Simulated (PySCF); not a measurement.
Level of theory: ωB97X-D3(BJ)/def2-TZVP in PySCF 2.14.0. All species are isolated molecules in the gas phase. Delta-SCF ions had no search for a lower state. Excitations are Tamm–Dancoff values on a coarser integration grid. The basis has no diffuse functions, so Rydberg states are missing or too high.

Reference species (SMILES): `[Cl][Ga]([Cl])[Cl]` (neutral, multiplicity 1).

The HOMO is -11.97 eV. The T1 excitation (TDA) is 6.38 eV and the S1 oscillator strength comes out as 0.000. The vertical ionisation energy (Delta-SCF) is 12.18 eV.

Changed species: `[SiH3][Ga]([SiH3])[Cl]` (2 of 3 Cl replaced by SiH3; the reference has 0 of 3 Cl replaced by SiH3).

Predict the effect on the HOMO, T1 excitation (TDA), S1 oscillator strength and vertical ionisation energy (Delta-SCF).

the HOMO rises by 2.40 eV, to -9.57 eV; the T1 excitation (TDA) falls by 2.97 eV, to 3.41 eV; the S1 oscillator strength stays essentially unchanged; the vertical ionisation energy (Delta-SCF) falls by 2.79 eV, to 9.39 eV.
